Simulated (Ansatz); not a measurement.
`CCB(C)N` + H₂ → `CBCC` + NH₃ at 500 K and 1 bar (hydrogenolysis of a B–N bond).

Computed with Ansatz on PBE0-D4/def2-TZVP structures; ΔE is electronic, products minus reactants. CCSD(T)/CBS is the MP2 limit (def2-TZVPP, def2-QZVPP) plus CCSD(T) − MP2 in def2-TZVPP, frozen cores. This one scheme is used for every species. One conformer a species, not always the lowest.

| species | CCSD(T)/CBS energy (Eh) | H − E (kJ/mol) | S (J/(mol·K)) |
| --- | --- | --- | --- |
| `CCB(C)N` | -199.74658 | 402.9 | 418.3 |
| H₂ | -1.17544 | 41.0 | 145.5 |
| `CBCC` | -144.37049 | 341.7 | 387.2 |
| NH₃ | -56.50880 | 108.2 | 211.8 |

H − E and S are ideal-gas, rigid-rotor, harmonic terms from PBE0-D4/def2-TZVP, for one conformer and one mirror image of each species. For small species the MP2-based limit differs from directly extrapolated CCSD(T) by up to some mEh (0.8 for H₂); such offsets cancel only in part. 1 Eh = 2625.50 kJ/mol, R = 8.31446 J/(mol·K).

Q: By hand: ΔE, ΔH, ΔS and ΔG.

A: ΔE = (-144.37049) + (-56.50880) − (-199.74658) − (-1.17544) = 0.04273 Eh = 112.2 kJ/mol. Δ(H − E) = 341.7 + 108.2 − 402.9 − 41.0 = 6.0, so ΔH = 118.2 kJ/mol. ΔS = 387.2 + 211.8 − 418.3 − 145.5 = 35.2 J/(mol·K). ΔG = 118.2 − 500 × (35.2)/1000 = 100.6 kJ/mol.

Q: By hand: the equilibrium constant, and the temperature at which ΔG would vanish if ΔH and ΔS stayed fixed.

A: log₁₀ K = −ΔG/(RT ln 10) = -10.5. ΔG = 0 at ΔH/ΔS = 3358 K, far beyond where these terms or the molecules hold.

ΔH outweighs TΔS. A doubt of 5 kJ/mol in ΔE shifts log₁₀ K by 0.5 here. Other conformers and mirror images would add mixing entropy, several J/(mol·K) or more a flexible species. Modes under 60 cm⁻¹, often nearly free rotors, make the harmonic entropy too high. These are equilibria of isolated gas molecules and say nothing of rates. Largest T1 diagnostic: 0.010 (customary marks: 0.02 for closed shells, 0.045 for open ones).
